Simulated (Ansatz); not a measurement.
Three-fold rotor about C1–Sn2 in CH4Sn (SMILES [CH3][SnH]); single points on GFN2-xTB geometries with the dihedral held.
Staggered geometry (60°) (charge 0, multiplicity 1):
```xyz
6

C     -0.64426     0.02845     0.00217
Sn     1.37692     1.00583    -0.14979
H     -0.75212    -0.49471     0.95266
H     -1.46104     0.74853    -0.07349
H     -0.78057    -0.71046    -0.78776
H      2.26074    -0.58298     0.01543
```

Correlated levels freeze the cores. Filled d and f shells under p-block atoms count as core. CBS(a, b) extrapolates the correlation energy as X⁻³ and adds the Hartree–Fock energy of set b.

Programs: Ansatz (Gaussian basis) for Hartree–Fock, density functionals and correlated methods. Each number belongs to the level named beside it. In def2 rows elements past Kr take small-core potentials, without spin–orbit coupling.

Energies above the staggered point (kcal/mol):

```csv
dihedral (°),PBE/def2-TZVPP,"CCSD(T)/CBS(def2-TZVPP, def2-QZVPP)"
0,0.552,0.590
20,0.396,0.424
40,0.112,0.120
60,0.000,0.000
80,0.143,0.150
100,0.400,0.429
120,0.551,0.590
```

Moments of inertia of the two ends about the bond: 3.118 and 3.351 u Å².

Fit V = V₃/2 (1 − cos 3φ) + V₆/2 (1 − cos 6φ), φ counted from the staggered point, and estimate the harmonic torsional frequency.


V₃ is the energy at φ = 60°; at φ = 20° (mean of both sides) V = 0.25 V₃ + 0.75 V₆. The reduced moment I₁I₂/(I₁ + I₂) = 1.615 u Å² gives F = 16.8576/I = 10.438 cm⁻¹ (a rough rule where the frame isn't a symmetric top). Near the minimum V = kφ²/2 with k = (9V₃ + 36V₆)/2, and ω = √(2Fk), with 1 kcal/mol = 349.755 cm⁻¹.
- PBE/def2-TZVPP: V₃ = 0.55, V₆ = -0.014 kcal/mol, k = 779 cm⁻¹/rad², ω = 127 cm⁻¹
- CCSD(T)/CBS(def2-TZVPP, def2-QZVPP): V₃ = 0.59, V₆ = -0.017 kcal/mol, k = 823 cm⁻¹/rad², ω = 131 cm⁻¹

Ansatz is a quantum-chemistry and plane-wave program.
